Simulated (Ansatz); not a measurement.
Consider the redistribution: `C[Si]SC` + `C[CH2][Ge][F]` → `CC[Si]C` + `C[S][Ge][F]`.

Gas-phase electronic energies from Ansatz, PBE0-D4/def2-TZVP geometries. CCSD(T)/CBS is the MP2 limit (def2-TZVPP, def2-QZVPP) plus CCSD(T) − MP2 in def2-TZVPP, frozen cores. This one scheme is used for every species. DFT in def2-TZVPP. B3LYP here is the variant with VWN-RPA as its local correlation; programs differ in this. For Ge outer-core shells are correlated without core-valence functions, which leaves a few kJ/mol of doubt a bond. Scalar relativity is left out up to krypton. One conformer a species, not always the lowest.

| level | ΔE (kcal/mol) | difference from CCSD(T)/CBS |
| --- | --- | --- |
| PBE-D4 | 2.3 | -1.1 |
| r2SCAN-D4 | 2.3 | -1.1 |
| PBE0-D4 | 2.7 | -0.7 |
| B3LYP-D4 | 1.6 | -1.8 |
| ωB97X-V | 2.8 | -0.6 |
| ωB97M-V | 2.7 | -0.7 |
| B2PLYP | 2.6 | -0.8 |
| PBE | 2.5 | -0.9 |
| r2SCAN | 2.4 | -1.0 |
| PBE0 | 2.9 | -0.5 |
| B3LYP | 2.1 | -1.3 |
| HF/def2-TZVPP | 3.0 | -0.4 |
| MP2/def2-TZVPP | 3.6 | 0.2 |
| SCS-MP2/def2-TZVPP | 3.4 | 0.0 |
| CCSD/def2-TZVPP | 3.1 | -0.3 |
| CCSD(T)/def2-TZVPP | 3.0 | -0.4 |
| HF/def2-QZVPP | 3.1 | -0.3 |
| MP2/def2-QZVPP | 3.9 | 0.5 |
| SCS-MP2/def2-QZVPP | 3.7 | 0.3 |
| HF/CBS(def2) | 3.1 | -0.3 |
| MP2/CBS(def2) | 4.1 | 0.7 |
| CCSD/CBS(def2) | 3.5 | 0.1 |
| CCSD(T)/CBS | 3.4 | 0 |

Largest T1 diagnostic among the species: 0.015.
